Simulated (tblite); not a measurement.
C7H4F (doublet state).
SMILES with atom numbers: `[C:1]#[C:2][C:3]1=[C:4]([F:5])[CH2:6][CH:7]=[CH:8]1` (hydrogens: H9, H10 on C6; H11 on C7; H12 on C8)

A start from a force field or distance geometry was refined with GFN2-xTB geometry optimisation, gas phase (tblite). Values at the start:

```tsv
coordinate	start
C1≡C2	1.559 Å
C2–C3	1.392 Å
C3=C4	1.355 Å
C3–C8	1.441 Å
C4–F5	1.336 Å
C4–C6	1.498 Å
C6–C7	1.502 Å
C6–H9	1.086 Å
C7=C8	1.351 Å
C7–H11	1.085 Å
C8–H12	1.086 Å
C1–C2–C3	178.4°
C2–C3–C4	126.4°
C2–C3–C8	125.3°
C3–C4–F5	124.1°
C3–C4–C6	110.5°
C4–C3–C8	108.4°
F5–C4–C6	125.4°
C6–C7–C8	109.8°
C2–C3–C8–C7	180°
C3–C4–C6–C7	0°
C4–C6–C7–C8	0°
```

How do these coordinates change at the GFN2-xTB level?

| coordinate | GFN2-xTB (Å or °) | change |
| --- | --- | --- |
| C1≡C2 | 1.213 | -0.346 |
| C2–C3 | 1.407 | +0.015 |
| C3–C8 | 1.456 | +0.015 |
| C7=C8 | 1.339 | -0.012 |
| C8–H12 | 1.074 | -0.012 |
| C7–H11 | 1.074 | -0.011 |
| C4–C6 | 1.489 | -0.009 |
| C6–C7 | 1.495 | -0.007 |
| C6–H9 | 1.093 | +0.007 |
| C4–F5 | 1.331 | -0.005 |
| C3=C4 | 1.359 | +0.004 |
| C1–C2–C3 | 160.7 | -17.7 |
| F5–C4–C6 | 121.4 | -4.0 |
| C3–C4–F5 | 127.5 | +3.4 |
| C2–C3–C4 | 127.9 | +1.5 |
| C4–C3–C8 | 107.2 | -1.2 |
| C3–C4–C6 | 111.1 | +0.6 |
| C6–C7–C8 | 110.3 | +0.5 |
| C2–C3–C8 | 124.9 | -0.4 |
| C2–C3–C8–C7 | -177 | +3 |
| C3–C4–C6–C7 | 2 | +2 |
| C4–C6–C7–C8 | -1 | -1 |

The energy falls by 225.2 kJ/mol over 54 L-BFGS steps, the largest force on an atom goes from 9.56 to 0.008 eV/Å, and the atoms move by 0.126 Å rms after alignment. The bond that changes most is C1≡C2 (ends: carbon bonded to C; carbon bonded to 2 C), which shortens by 0.346 Å. Bonds longer at the end by more than 0.005 Å: 4 of 12; shorter: 6. Rotational constants go from 3475, 1836, 1211 to 3429, 2026, 1288 MHz.

Its GFN2-xTB frequencies are all real (lowest 119 cm⁻¹).

Conformer computed: `[C:1]#[C:2][C:3]1=[C:4]([F:5])[CH2:6][CH:7]=[CH:8]1`: C1–C2–C3–C4 93°.

One conformer stands for the species.
